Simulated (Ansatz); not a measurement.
Ga9P9, 18 atoms. Hardware: 2 threads of AMD EPYC 7R13 on a shared host and a share (18 GiB) of an NVIDIA H100 80GB HBM3.

Correlated methods freeze 126 core orbitals; core or outer-core shells of Ga are correlated, in sets that lack core-valence functions. Single mean-field runs in def2-SVP, def2-TZVP are fitted with def2-universal-jkfit.

Problem. How many basis functions does each of these Ansatz runs have, and roughly what does it cost? RPA@PBE/def2-SVP, charge 0 singlet, energy, from earlier orbitals; PBE-D4/def2-SVP, charge 0 singlet, relaxation, 55 steps; PBE0-D4/def2-SVP, charge 0 singlet, energy, from earlier orbitals; PBE-D4/def2-SVP, charge 0 singlet, energy and forces, from earlier orbitals; r2SCAN-D4/def2-SVP, charge 0 singlet, energy, from earlier orbitals; r2SCANh-D4/def2-SVP, charge 0 singlet, energy, from earlier orbitals; PBE-D4/def2-TZVP, charge 0 singlet, energy, from earlier orbitals; PBE0-D4/def2-TZVP, charge 0 singlet, energy, from earlier orbitals; MP2/def2-SVP, charge 0 singlet, energy, from earlier orbitals.

Solution. Other jobs shared the machine, so times can vary by a factor of up to 3.

| run | functions | fitting or Cholesky vectors | wall time | peak host memory (GiB) |
| --- | --- | --- | --- | --- |
| r2SCANh-D4/def2-SVP, charge 0 singlet, energy, from earlier orbitals | 450 | 3546 | 6.5 s | 0.98 |
| PBE-D4/def2-SVP, charge 0 singlet, energy and forces, from earlier orbitals | 450 | 3546 | 7 s | 1 |
| PBE0-D4/def2-SVP, charge 0 singlet, energy, from earlier orbitals | 450 | 3546 | 7 s | 0.97 |
| r2SCAN-D4/def2-SVP, charge 0 singlet, energy, from earlier orbitals | 450 | 3546 | 7 s | 0.99 |
| PBE-D4/def2-TZVP, charge 0 singlet, energy, from earlier orbitals | 765 | 3546 | 8.5 s | 1.1 |
| PBE0-D4/def2-TZVP, charge 0 singlet, energy, from earlier orbitals | 765 | 3546 | 9.1 s | 1.1 |
| MP2/def2-SVP, charge 0 singlet, energy, from earlier orbitals | 450 | 4293 | 13 s | 1.1 |
| RPA@PBE/def2-SVP, charge 0 singlet, energy, from earlier orbitals | 450 | 4293 | 16 s | 2.8 |
| PBE-D4/def2-SVP, charge 0 singlet, relaxation, 55 steps | 450 | 3546 | 3 min | 1 |
